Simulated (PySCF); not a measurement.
A calculated (LDA, PySCF 2.14, def2-QZVPPD, no relativity, point nucleus) atom or ion has these occupied shells.

```csv
shell,electrons,orbital energy (eV),"rms radius, mean of both spins (bohr)"
1s α,1,-3495.5,0.0947
1s β,1,-3495.4,0.0947
2s α,1,-349.72,0.426
2s β,1,-349.70,0.426
2p α,3,-280.22,0.391
2p β,3,-280.21,0.391
3s α,1,-34.898,1.37
3s β,1,-34.854,1.37
3p α,3,-18.870,1.57
3p β,3,-18.800,1.57
4s α,1,-2.615,5.20
```

**Question.** Name the element and its charge.

**Answer.** K (potassium, neutral), in [Ar] 4s1, 2S determinant.
